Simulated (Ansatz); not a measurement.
Ansatz results at the PBE0-D4/def2-TZVP geometry: HOMO energy (PBE0/def2-TZVPP) -7.83 eV; HOMO–LUMO gap (PBE/def2-TZVPP) 5.46 eV; HOMO energy (PBE/def2-TZVPP) -6.44 eV.

Each molecule was computed in one conformer, which needn't be the lowest.

Q: Which molecule gave them?
A. `CC(=N)N`
B. `N[SiH2]O[SiH2][SiH3]`
C. `[OH][Al]1[CH]=[C]1F`
D. `N[Si](O)([SiH3])[SiH3]`

A: B. The others give `[OH][Al]1[CH]=[C]1F`: -7.36, 4.14, -6.05; `CC(=N)N`: -6.98, 5.48, -5.67; `N[Si](O)([SiH3])[SiH3]`: -7.20, 4.81, -6.07.
